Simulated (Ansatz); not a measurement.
## Reading a saddle point

A first-order saddle point of SiH2ClF3, singlet, PBE0-D4/def2-TZVP, with one imaginary mode of 649i cm⁻¹:

```
7
angstrom
Si -0.4892 -0.1970 -0.1478
Cl 1.8690 -0.0528 -0.4355
F -0.4583 -1.2025 -1.3888
F -1.1506 1.0855 -0.7867
H -1.2637 -1.0027 0.7994
H 1.3124 0.6248 0.7283
F 0.1804 0.7447 1.2313
```

Ansatz 0.2.0; basis: def2-TZVPP and def2-QZVPP; cores frozen in the correlated methods. Extrapolation: Hartree–Fock as exp(−7.88 √X), correlation as X^−2.97.

Task: Which contacts change along the imaginary mode, and what lies on either side? (A judgement: the text doesn't fix the answer.)

Result: The calculation gives: The step is SiHClF₂ ([F][SiH]([F])[Cl]) + HF → SiHF₃ ([F][SiH]([F])[F]) + HCl, with the molecules in contact on both sides. Shortening one way: Si1–F7, Cl2–H6; lengthening the same way: Si1–Cl2, H6–F7.
```tsv
pair	one side (Å)	saddle (Å)	other side (Å)
Si1–F7	3.23	1.80	1.58
Cl2–H6	2.47	1.46	1.28
Si1–Cl2	2.04	2.38	4.70
H6–F7	0.92	1.24	2.13
```

Task: Which side is lower, and how far does the saddle lie above each? (To be estimated.)

Result: By the calculation: The side with Si1–F7, Cl2–H6 short is lower by 51.7 kJ/mol; the saddle lies 177.2 kJ/mol above it and 125.5 kJ/mol above the other (CCSD(T) at an estimated basis limit (MP2 extrapolated from triple and quadruple zeta, plus CCSD(T) − MP2 in triple zeta); electronic energies).

The T1 diagnostic stays at or below 0.012.

Labels in which every atom is bracketed show which atoms are joined, not bond orders.

For scale, one of the runs: CCSD(T)/def2-TZVPP, 205 basis functions, launched by `ansatz run in.yaml --threads 4 --pin off --events-out ev --progress --plain --max-ram 9574MiB`. Hardware: 4 CPU threads of an Arm Neoverse V1, shared host. Wall time 96 s; peak host memory 2.8 GiB.
